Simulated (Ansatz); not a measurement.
Species: sum formula YOBr, net charge 0, singlet state. 
Coordinates optimised at B3LYP-D3(BJ)/def2-TZVP (Ansatz, a program for electronic structure):
SMILES: [O]=[Y][Br]
```xyz
3

Y      0.9926    -0.3896     0.0860
O      1.9097    -0.1887    -1.4605
Br    -1.5426     0.4773     0.2380
```
Charge 0, spin multiplicity 1.

Wanted: vertical ionisation energy (to the doublet state of charge +1; each state is the SCF solution reached for its spin), in eV. Valence correlation only, unless marked. UHF or UKS for open shells. No spin-orbit coupling. The frozen core is the preceding noble-gas configuration, with the filled d and f shells of earlier blocks. Past Kr the def2 sets carry scalar-relativistic core potentials. CBS marks a two-point X^-3 extrapolation of the correlation energy; Hartree-Fock from the larger set. The bracket is a focal-point correction in the basis named.

```json
[
 {"level": "HF/def2-TZVPPD", "program": "Ansatz", "vertical ionisation energy (eV)": "7.33"},
 {"level": "HF/def2-QZVPPD", "program": "Ansatz", "vertical ionisation energy (eV)": "7.31"},
 {"level": "SVWN5/def2-TZVPD", "program": "Ansatz", "vertical ionisation energy (eV)": "9.18"},
 {"level": "r2SCAN/def2-TZVPD", "program": "Ansatz", "vertical ionisation energy (eV)": "8.94"},
 {"level": "B3LYP/def2-TZVPD", "program": "Ansatz", "vertical ionisation energy (eV)": "9.11"},
 {"level": "PBE0/def2-TZVPD", "program": "Ansatz", "vertical ionisation energy (eV)": "9.09"},
 {"level": "BHLYP/def2-TZVPD", "program": "Ansatz", "vertical ionisation energy (eV)": "8.92"},
 {"level": "wB97X-V/def2-TZVPD", "program": "Ansatz", "vertical ionisation energy (eV)": "9.30"},
 {"level": "B2PLYP/def2-TZVPD", "program": "Ansatz", "vertical ionisation energy (eV)": "9.47"},
 {"level": "RI-MP2/def2-TZVPPD", "program": "Ansatz", "vertical ionisation energy (eV)": "9.89"},
 {"level": "SCS-MP2/def2-SVPD", "program": "Ansatz", "vertical ionisation energy (eV)": "9.68"},
 {"level": "SCS-MP2/def2-TZVPPD", "program": "Ansatz", "vertical ionisation energy (eV)": "9.66"},
 {"level": "CCSD(T)/def2-SVPD", "program": "Ansatz", "vertical ionisation energy (eV)": "9.27"},
 {"level": "RI-MP2/CBS(def2-TZVPPD,def2-QZVPPD)+[CCSD(T)-MP2]/def2-SVPD", "program": "Ansatz", "vertical ionisation energy (eV)": "9.36"},
 {"level": "RI-MP2/CBS(def2-TZVPPD,def2-QZVPPD)+[CCSD(T)-MP2]/def2-TZVPPD", "program": "Ansatz", "vertical ionisation energy (eV)": "9.38"}
]
```
